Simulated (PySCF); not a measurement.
Computed IR spectrum (relative IR intensity) of a molecule C3H8FNSi. Coordinates come from a B3LYP-D3(BJ)/def2-SVP optimisation. The values are those of a single conformer. Method: B3LYP-D3(BJ)/def2-SVP in PySCF. Frequencies are harmonic and unscaled.

Lines under 2 % of the strongest are left out, and lines within 2 cm⁻¹ are merged.

ν (cm⁻¹): 197 (vw), 274 (w), 438 (s), 458 (w), 533 (w), 678 (w), 725 (w), 772 (w), 837 (vw), 858 (m), 873 (w), 891 (m), 944 (vs), 946 (w), 995 (m), 1129 (m), 1188 (w), 1291 (m), 1386 (vw), 1420 (w), 1538 (m), 1747 (m), 2167 (s), 2217 (s), 3560 (w), 3655 (w) (against the strongest line: vs over 80 %, s over 45 %, m over 15 %, w over 4 %, vw less)

Task: Identify the compound among the candidates.
A) C/C([SiH3])=N/CF
B) C=C(F)N(C)[SiH3]
C) FC/N=C/C[SiH3]
D) C=C(F)C[SiH2]N

Result: D, C=C(F)C[SiH2]N
